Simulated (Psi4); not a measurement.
Here is a job for Psi4.
```
memory 2 GB

molecule mol {
0 1
  Si   -1.058468    0.091799    0.221558
  P     1.099533   -0.072406   -0.339917
  H    -1.783741   -0.885060   -0.589350
  H    -1.478363    1.454937   -0.099984
  H    -1.306348   -0.172699    1.640990
  H     1.320502   -1.267441    0.319932
  H     1.573497    0.671163    0.725354
}

set basis 6-31g**
set reference rks

energy('b97m-v')
print_variables()
```

Question: What is the computed dipole moment (B97M-V/6-31G** in Psi4)?

Answer: 0.92 D

Question: What nuclear repulsion energy does B97M-V/6-31G** give?

Answer: 91.4630 Eh

Question: Estimate the total energy that B97M-V/6-31G** returns for this input.

Answer: -633.6462 Eh
